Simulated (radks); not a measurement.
Q: Spherical quantum dot in the effective-mass picture: electrons in a parabolic well V = omega^2 r^2 / 2 with omega = 3.68, with a point charge +1 (a donor) at the centre, all in effective atomic units (hartree* = m*/eps^2 hartree, bohr* = eps/m* bohr), one dielectric constant everywhere. Method: non-relativistic Kohn-Sham, exchange-only LDA, spin-polarised, spherical densities; computed with a radial shooting solver with Libxc functionals. Levels are named by radial order and angular momentum (1s, 1p, 1d, 2s, ...), and open shells are averaged over m. Each electron was tried in the lowest free levels, single moves between levels near the top were tried too, and the lowest total energy was kept; such a search can miss a lower state. Give the order in which the levels fill up to N = 37, the shell closures and the spin along the way.

A: Shells are first occupied in the order 1s, 1p, 2s, 1d, 1f, 2p. Open shells at each N (closed shells left out): 1: 1s(up 1, down 0); 2: none; 3: 1p(up 1, down 0); 4: 1p(up 2, down 0); 5: 1p(up 3, down 0); 6: 1p(up 3, down 1); 7: 1p(up 3, down 2); 8: none; 9: 2s(up 1, down 0); 10: none; 11: 1d(up 1, down 0); 12: 1d(up 2, down 0); 13: 1d(up 3, down 0); 14: 1d(up 5, down 0) 2s(up 1, down 0); 15: 1d(up 5, down 0); 16: 1d(up 5, down 1); 17: 1d(up 5, down 2); 18: 1d(up 5, down 3); 19: 1d(up 5, down 4); 20: none; 21: 1f(up 1, down 0); 22: 1f(up 2, down 0); 23: 1f(up 3, down 0); 24: 1f(up 4, down 0); 25: 1f(up 5, down 0); 26: 1f(up 6, down 0); 27: 1f(up 7, down 0); 28: 1f(up 7, down 1); 29: 1f(up 7, down 2); 30: 1f(up 7, down 3); 31: 1f(up 7, down 4); 32: 1f(up 7, down 5); 33: 1f(up 7, down 6); 34: none; 35: 2p(up 1, down 0); 36: 2p(up 2, down 0); 37: 2p(up 3, down 0). All shells are closed at N = 2, 8, 10, 20, 34 (there: 1s2 1p6 1d10 2s2 1f14). Largest 2S: 7, at N = 27.
